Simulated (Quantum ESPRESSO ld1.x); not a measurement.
Input (ld1.x (Quantum ESPRESSO 7.5)):

```
 &input
    atom='Zr',
    iswitch=1,
    rel=1,
    dft='RXC-VWN',
    config='[Kr] 4d1 5s0 5p0 4f0 5d0',
    verbosity='high',
    prefix='ld1',
    max_out_wfc=37,
    file_charge='ld1.rho',
 /
```

Command: `OMP_NUM_THREADS=1 ld1.x < ld1.in > ld1.out`

It prints (banner and zero overlaps left out):

```
     Program LD1 v.7.5 starts

     --------------------------- All-electron run ----------------------------

     scalar relativistic calculation

     atomic number is 40.00
     dft =RXC-VWN   lsd =0 sic =0 latt =0  beta=0.20 tr2=1.0E-14
     Exchange-correlation= RXC-VWN
                           (   3   2   0   0   0   0   0)
     mesh =2037 r(mesh) =  99.39686 a.u. xmin = -8.00 dx = 0.00800
     1 Ry =  13.60569312 eV, c = 137.03599908

     n l     nl                  e(Ry)          e(Ha)          e(eV)
     1 0     1S 1( 2.00)   -1305.255666558    -652.627833279 -17758.9080462
     2 0     2S 1( 2.00)    -182.854830090     -91.427415045  -2487.8667043
     2 1     2P 1( 6.00)    -163.579447887     -81.789723944  -2225.6117692
     3 0     3S 1( 2.00)     -31.639600517     -15.819800259   -430.4786952
     3 1     3P 1( 6.00)     -25.333031820     -12.666515910   -344.6734568
     4 0     4S 1( 2.00)      -5.991615168      -2.995807584    -81.5200773
     4 1     4P 1( 6.00)      -4.356391648      -2.178195824    -59.2717279
     3 2     3D 1(10.00)     -14.909114854      -7.454557427   -202.8488414
     4 2     4D 1( 1.00)      -2.087354857      -1.043677429    -28.3999096
     5 0     5S 1( 0.00)      -1.789618827      -0.894809414    -24.3490046
     5 1     5P 1( 0.00)      -1.388243370      -0.694121685    -18.8880133
     4 3     4F 1( 0.00)      -0.718312153      -0.359156077     -9.7731347
     5 2     5D 1( 0.00)      -0.845419047      -0.422709523    -11.5025121

     final scf error:  7.6E-15 reached in  29 iterations

     Etot =   -7177.935395 Ry,   -3588.967698 Ha,  -97660.786245 eV

     Ekin =    7362.780336 Ry,    3681.390168 Ha,  100175.729786 eV
     Encl =  -17209.843742 Ry,   -8604.921871 Ha, -234151.852647 eV
     Eh   =    2879.230736 Ry,    1439.615368 Ha,   39173.929822 eV
     Exc  =    -210.102725 Ry,    -105.051363 Ha,   -2858.593206 eV
```

Run on one thread of a shared host, so times are rough (Intel(R) Xeon(R) Processor @ 2.60GHz): 0.67 s of CPU time, 0.72 s wall, 29 iterations on 2037 mesh points.
